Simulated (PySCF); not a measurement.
A structure optimised at PBE0-D3(BJ)/def2-SVP, used in a PySCF frequency run:

```
B
H 1 1.2141
C 1 1.5545 2 118.62
H 3 1.0994 1 116.38 2 -162.43
H 3 1.1005 4 110.71 1 -133.40
H 3 1.1133 4 106.17 5 -113.84
Si 1 2.0240 2 117.17 3 177.87
H 7 1.4989 1 112.24 2 -45.02
H 7 1.4990 8 108.11 1 126.51
H 7 1.5025 8 106.98 9 115.39
```

**Question.** Write its SMILES and formula.

**Answer.** CB[SiH3], CH7BSi

**Question.** What are its rotational constants (standard atomic weights)?

**Answer.** 28.265, 4.1127, 3.8327 GHz
